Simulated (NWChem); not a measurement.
Species: SiHSCl, singlet; SMILES S[Si]Cl

```xyz
4

Si     0.9697     0.0396     0.0000
Cl    -0.4316     1.6010     0.0000
S     -0.4349    -1.5853     0.0000
H      0.5373    -2.5274     0.0000
```
Atoms are numbered in this order, from 1.

Low-valent species are run as closed-shell singlets; no triplet was tried in these runs. The geometry was optimised at PBE0/def2-SVP. B3LYP is NWChem's, with the RPA form of VWN correlation.

Task: Give the principal values of the shielding tensors (ppm) of Si1, Cl2, S3 from B3LYP/6-311G** (spherical d), GIAO (NWChem), with their diamagnetic and paramagnetic parts as GIAO splits them.

Result: 
| atom | σ11 | σ22 | σ33 | isotropic | diamagnetic | paramagnetic |
|---|---|---|---|---|---|---|
| Si1 | -561.8 | 169.3 | 239.0 | -51.2 | 874.6 | -925.8 |
| Cl2 | 9.3 | 710.9 | 868.3 | 529.5 | 1147.9 | -618.4 |
| S3 | -494.0 | 476.3 | 611.0 | 197.7 | 1056.5 | -858.8 |
